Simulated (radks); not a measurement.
Results of a calculation; reference values are marked as such.
Charge is removed step by step from the 2s down level of N3+, starting from [He] 2s(up 1, down 1). Code: a radial shooting solver on a logarithmic mesh with Libxc functionals. Model: scalar-relativistic Kohn-Sham, BLYP, spin-polarised, spherical densities, point nucleus.

removed (e)  E - E(0) (eV)  eigenvalue (eV)
0                    0.000          -68.072
0.1                  6.894          -69.805
0.2                 13.960          -71.523
0.3                 21.198          -73.225
0.4                 28.604          -74.906
0.5                 36.178          -76.565
0.6                 43.916          -78.201
0.7                 51.817          -79.819
0.8                 59.880          -81.425
0.9                 68.101          -83.005

The mean slope of the eigenvalue, de/dn, is 16.6 eV per electron.
